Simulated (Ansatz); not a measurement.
`[CH3][Al][C]#N` radical. Charge 0, multiplicity 2.

Cartesian coordinates in Å:
```
C 0.389 1.122 0.096
Al -0.524 -0.220 -0.994
C -0.712 -2.001 -0.208
N -0.860 -3.076 0.190
H -0.263 1.980 0.280
H 1.277 1.498 -0.420
H 0.693 0.697 1.056
```

Problem. What are the harmonic wavenumbers in cm⁻¹ at PBE0-D4/def2-TZVP (Ansatz, finite differences of forces, unscaled)? (Best estimate.)

Solution. The calculation gave: 75i, 114, 193, 300, 493, 605, 645, 685, 1196, 1426, 1434, 2288, 3041, 3126, 3140.

Problem. Is this a minimum?

Solution. No: 1 imaginary mode, so it is a saddle point.
